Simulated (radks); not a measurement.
Values are calculated unless marked as measured or tabulated.
Ir II, 76 electrons, occupied as [Xe] 4f14 5d7 6s1 (the NIST ground configuration). Level of theory: non-relativistic Kohn-Sham, revPBE, spin-polarised, spherical densities, point nucleus; open shells are filled with parallel spins first (spin-orbit coupling, left out, can overturn this in heavy ions); relativity is left out, which matters for an element this heavy (a radial shooting solver on a logarithmic mesh with Libxc functionals).

Radial electron density D(r) = 4 pi r^2 rho(r):

r (bohr)  D(r) (e/bohr)  spin D(r)
0.002224          14.44   0.000668
0.003014          23.50    0.00108
0.004117          37.02    0.00167
0.00558           54.36    0.00236
0.007562          73.90    0.00296
0.01025           90.85    0.00306
0.014             98.93    0.00208
0.01898           95.51   0.000235
0.02572           90.47   0.000114
0.03485           100.9    0.00887
0.04762           127.4     0.0392
0.06453           137.2     0.0999
0.08746           118.7      0.182
0.1185            115.7      0.213
0.1619            127.7     0.0834
0.2195            94.85   -0.00360
0.2974            71.58      0.311
0.4031            83.88      0.432
0.5507            57.47   0.000279
0.7463            25.90      0.477
1.011             17.92       1.80
1.371             11.69       2.25
1.873             4.927       1.68
2.538             1.779      0.969
3.44             0.5531      0.400
4.662            0.1111     0.0942
6.369           0.01006    0.00937
8.632         0.0002968   0.000288

D(r) has 4 maxima, at r = 0.0146, 0.0605, 0.156, 0.403 bohr, and minima at 0.0257, 0.104, 0.288 bohr, inside which lie 1.95, 11.43, 30.39 electrons.
